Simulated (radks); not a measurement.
The calcium ion Ca+ inside a hard spherical wall (all orbitals vanish at R), configuration held at [Ar] 4s1 and not refilled when levels cross. All-electron calculation, scalar-relativistic Kohn-Sham, LDA (Slater exchange, Perdew-Wang correlation), spin-polarised, spherical densities, point nucleus; open shells are filled with parallel spins first. Program: a radial shooting solver on a logarithmic mesh with Libxc functionals. Eigenvalues in eV for spin up, with the zero of energy where the potential of the charges vanishes at infinity; a dash marks a level that is unbound or too diffuse for the functional's potential to be trusted. A positive occupied level is held by the wall or, in an anion where self-interaction has pushed it up, behind a barrier. The pressure on the wall is -dE/dV.

R (bohr) = free: E (hartree) -678.46213; kinetic (hartree) 682.658; e(2p) -341.62; e(3s) -53.801; e(3p) -34.935; e(4s) -9.496; e(3d, empty) -8.726; e(4p, empty) -6.335; pressure (GPa) 0
R (bohr) = 15: E (hartree) -678.46213; kinetic (hartree) 682.658; e(2p) -341.62; e(3s) -53.801; e(3p) -34.935; e(4s) -9.496; e(3d, empty) -8.726; e(4p, empty) -6.335; pressure (GPa) < 0.0001
R (bohr) = 12: E (hartree) -678.46211; kinetic (hartree) 682.658; e(2p) -341.61; e(3s) -53.800; e(3p) -34.934; e(4s) -9.496; e(3d, empty) -8.725; e(4p, empty) -6.330; pressure (GPa) 0.000254
R (bohr) = 6: E (hartree) -678.43387; kinetic (hartree) 682.824; e(2p) -340.81; e(3s) -53.069; e(3p) -34.225; e(4s) -8.377; e(3d, empty) -8.037; e(4p, empty) -4.283; pressure (GPa) 2.12
R (bohr) = 5: E (hartree) -678.37336; kinetic (hartree) 683.077; e(2p) -339.91; e(3s) -52.300; e(3p) -33.483; e(4s) -6.368; e(3d, empty) -7.176; e(4p, empty) -1.307; pressure (GPa) 9.55
R (bohr) = 4: E (hartree) -678.17034; kinetic (hartree) 683.829; e(2p) -337.87; e(3s) -50.724; e(3p) -31.948; e(4s) -0.349; e(3d, empty) -5.090; e(4p, empty) 6.599; pressure (GPa) 53.7
R (bohr) = 2: E (hartree) -670.81690; kinetic (hartree) 708.310; e(2p) -297.23; e(3s) -21.090; e(3p) 0.349; e(4s) 125.93; e(3d, empty) 33.230; e(4p, empty) 139.05; pressure (GPa) 9750
R (bohr) = 1.5: E (hartree) -653.39626; kinetic (hartree) 755.432; e(2p) -244.57; e(3s) 36.362; e(3p) 60.676; e(4s) 328.76; e(3d, empty) 90.442; e(4p, empty) 333.38; pressure (GPa) 67800
